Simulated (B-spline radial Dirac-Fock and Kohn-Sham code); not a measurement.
Conversion-electron coefficients: Ho, 266 keV

Z = 67 (holmium), transition energy 266 keV. These are calculated numbers from a B-spline atomic structure program; the model is a Dirac-Hartree-Slater potential of the neutral atom with a Latter tail (no hole, which puts coefficients of high multipoles low close above an edge), finite nucleus with surface currents. Subshells that would emit electrons below 1 keV are left out.

| subshell | electron energy (keV) | E1 | E2 | E3 | E4 | M5 |
| --- | --- | --- | --- | --- | --- | --- |
| K | 210.38 | 0.0205 | 0.0698 | 0.217 | 0.672 | 25.7 |
| L1 | 256.61 | 0.00237 | 0.00795 | 0.0272 | 0.109 | 8.47 |
| L2 | 257.08 | 0.000286 | 0.00792 | 0.101 | 0.848 | 2.64 |
| L3 | 257.93 | 0.000302 | 0.00546 | 0.0552 | 0.412 | 10.1 |
| M1 | 263.87 | 0.000510 | 0.00171 | 0.00606 | 0.0259 | 2.11 |
| M2 | 264.08 | 6.74e-05 | 0.00191 | 0.0249 | 0.212 | 0.681 |
| M3 | 264.26 | 7.26e-05 | 0.00135 | 0.0138 | 0.104 | 2.77 |
| M4 | 264.61 | 1.03e-06 | 1.04e-05 | 0.000150 | 0.00419 | 0.0651 |
| M5 | 264.65 | 1.31e-06 | 8.33e-06 | 0.000144 | 0.00301 | 0.0735 |
| total |  | 0.0242 | 0.0974 | 0.458 | 2.48 | 54.2 |

Task: For a pure M5 transition, what fraction of decays emits a photon?

Result: 1/(1 + α) = 0.0181 with the total α = 54.2; the total includes the outer subshells that are not listed.
